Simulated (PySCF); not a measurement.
**Assignment exercise: C6H10OSi2**

Geometry:
| atom | x (Å) | y (Å) | z (Å) |
| --- | --- | --- | --- |
| Si1 | 3.355 | -0.247 | 0.214 |
| O2 | 2.108 | -0.145 | -0.829 |
| C3 | 0.790 | -0.063 | -0.645 |
| C4 | -0.270 | -0.041 | -1.454 |
| C5 | -1.259 | 0.071 | -0.309 |
| Si6 | -2.490 | 1.496 | -0.269 |
| C7 | -1.610 | -1.270 | 0.301 |
| C8 | -0.560 | -1.291 | 1.114 |
| C9 | -0.008 | 0.026 | 0.634 |
| H10 | 4.450 | -0.253 | -0.741 |
| H11 | 3.372 | 0.909 | 1.116 |
| H12 | 3.260 | -1.467 | 1.017 |
| H13 | -0.417 | -0.123 | -2.513 |
| H14 | -1.787 | 2.730 | -0.622 |
| H15 | -3.042 | 1.591 | 1.084 |
| H16 | -3.561 | 1.223 | -1.229 |
| H17 | -2.417 | -1.946 | 0.088 |
| H18 | -0.177 | -1.982 | 1.843 |
| H19 | 0.254 | 0.793 | 1.356 |

Calculated, not measured (PySCF): GFN2-xTB structure, GIAO PBE0/pcSseg-1 shieldings. One conformer, non-relativistic Hamiltonian, no solvent model, rapidly exchanging positions averaged.

References, each an isolated molecule treated in the same way: ¹³C (186.93 ppm), ¹H (31.72 ppm) vs TMS.

**Question.** Assign these signals to the numbered atoms. ¹³C{¹H} NMR (computed): δ 166.1 (C), 160.5 (CH), 148.2 (CH), 120.0 (CH), 56.7 (CH), 39.1 (C).

**Answer.** 
166.1 → C3, alkene carbon bearing oxygen: an sp2 carbon further deshielded by the attached heteroatom
160.5 → C7, alkene CH: the olefinic region
148.2 → C8, alkene CH
120.0 → C4, β carbon of an enol-ether or enamine type C=C
56.7 → C9, allylic sp3 CH
39.1 → C5, allylic fully substituted sp3 carbon bonded to Si

**Question.** Assign these signals to the numbered atoms. ¹H NMR (400 MHz, computed): δ 7.09 (d, 1H), 6.89 (m, 1H), 5.46 (s, 1H), 5.06 (s, 3H), 4.12 (s, 3H), 3.94 (m, 1H).

**Answer.** 
| δ (ppm) | atoms | environment | reason |
| --- | --- | --- | --- |
| 7.09 | H17 | hydrogen on an alkene CH | a vinylic proton, deshielded by the sp2 carbon and the C=C anisotropy |
| 6.89 | H18 | hydrogen on an alkene CH | – |
| 5.46 | H13 | hydrogen on a β carbon of an enol-ether or enamine type C=C | a vinylic proton, deshielded by the sp2 carbon and the C=C anisotropy |
| 5.06 | H10/H11/H12 | hydrogen on a silicon bonded to O | – |
| 4.12 | H14/H15/H16 | hydrogen on a silicon bonded to C | – |
| 3.94 | H19 | hydrogen on an allylic sp3 CH | – |

Shifts are as computed. Against solution values, carbons near 30 ppm lie about +3 ppm off and those near 130 ppm about +5 ppm. Of 1309 compounds with measured shifts, 239 miss one by over three times the rms of a fit or turn the order of signals round; such compounds aren't used in these exercises. No couplings were computed; multiplicities are counted from neighbouring protons, with m where these are inequivalent, close in shift, in a saturated or five-membered ring or joined by F or P, and br s for small geminal =CH2 splittings.
